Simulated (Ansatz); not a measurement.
Si₇, relaxed as a quintet with UKS r2SCAN-D4/def2-SVP in Ansatz, starting from the r2SCAN-D4/def2-SVP geometry of the neutral singlet. Force threshold 0.02 eV/Å.

At r2SCAN-D4/def2-SVP a singlet of charge 0 lies 2.62 eV below the quintet, each at its own geometry. The structure comes from a short search, and lower isomers may exist.

Start:

```xyz
7

Si    0.005   -0.750   -1.989
Si    0.077   -2.122    0.098
Si   -0.050    1.775    1.168
Si   -1.262   -0.045    0.014
Si   -0.074    1.658   -1.327
Si    1.262    0.045   -0.014
Si    0.043   -0.561    2.049
```

Question: Estimate the energy that the relaxation releases and the steps that it takes.

Answer: 1.95 eV, in 30 steps; 1.8 min on 4 threads of Intel Xeon 6975P-C on a shared host. No frequencies were taken in this run, so the end may be a saddle point.

Question: Does the start keep its bonding?

Answer: Bonds lost: Si4–Si5, Si4–Si6 (atoms count from 1). Bonds formed: Si1–Si3 (atoms count from 1).

Question: Predict the relaxed structure.

Answer: 
```xyz
7

Si   -0.469   -0.164   -1.614
Si    0.180   -1.931    0.031
Si   -0.440    1.396    0.543
Si   -1.752   -0.651    0.473
Si    0.789    1.812   -1.582
Si    1.549    0.073    0.047
Si    0.143   -0.536    2.101
```
Bond lengths: 15 × Si–Si 2.34 to 2.66 Å.
